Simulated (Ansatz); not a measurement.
Z-matrix (Å, degrees):
```
C
C 1 1.510
C 1 1.521 2 101.8
F 1 1.384 2 110.5 3 114.4
H 1 1.091 2 114.5 3 -122.4
O 2 1.417 1 106.6 3 -29.8
H 2 1.093 1 111.2 3 -149.5
H 2 1.096 1 109.9 3 89.5
F 3 1.384 1 107.9 2 -81.1
C 3 1.510 1 101.8 2 35.3
H 3 1.091 1 113.1 2 158.7
H 10 1.093 3 111.2 1 -149.4
H 10 1.096 3 109.9 1 89.6
```

Total charge 0; spin multiplicity 1.

List the CAM-B3LYP/def2-TZVPP orbital energies in eV (Ansatz). (Best estimate.)

The calculation gave: Occupied: -673.67, -673.67, -522.76, -281.42, -281.41, -280.41, -280.41, -35.37, -35.18, -30.97, -24.05, -23.04, -19.22, -19.13, -17.05, -17.03, -16.08, -15.54, -14.63, -14.44, -13.66, -13.35, -13.25, -12.91, -11.51, -11.27, -10.63, -9.15. Lowest empty: 2.20, 2.32, 2.95, 3.26, 3.47, 3.73, 4.04, 4.10.
